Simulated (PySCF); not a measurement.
## Basis-set dependence of excited states

GeH8OSi2.
SMILES: `O([SiH2][GeH3])[SiH3]`

TDDFT with PBE0 (PySCF), vertical singlets, core orbitals frozen in the response, spherical d and f functions. Geometry: PBE0-D3(BJ)/def2-SVP, one conformer, isolated molecule. The PBE0/6-31G* calculation is non-relativistic and has no spin–orbit coupling, an omission that weighs most on germanium.

```
      basis  functions  diffuse  S1 (eV)  S2 (eV)  S3 (eV)  S4 (eV)  S5 (eV)  LUMO (eV)  α (au)
     6-31G*         98       no     6.21     7.09     7.62     7.69     7.75      -0.17    74.3
   def2-SVP        122       no     6.32     7.19     7.45     7.76     7.99      -0.17    81.2
  def2-SVPD        173      yes     6.06     6.95     6.99     7.23     7.37      -0.52    92.5
aug-cc-pVDZ        185      yes     5.93     6.69     6.81     6.99     7.14      -0.63    94.3
  def2-TZVP        201       no     6.04     6.95     7.29     7.36     7.49      -0.52    88.7
 def2-TZVPD        252      yes     5.94     6.85     6.88     7.14     7.22      -0.65    93.2
```

Task: How much do these states and the polarisability depend on the basis?

Result: States are compared by their number. Against the largest diffuse basis here (def2-TZVPD, itself not a converged limit), sets without diffuse functions differ by up to 0.38 eV in S1 and 0.76 eV in S5; the smaller diffuse sets differ by up to 0.12 and 0.14 eV. State by state, the largest deviation of a set without diffuse functions is S1 0.38, S2 0.33, S3 0.75, S4 0.62, S5 0.76 eV. The same number needn't mean the same state in each row. Against def2-TZVPD the polarisability deviates by -20% in 6-31G*, -13% in def2-SVP, -1% in def2-SVPD, +1% in aug-cc-pVDZ, -5% in def2-TZVP.
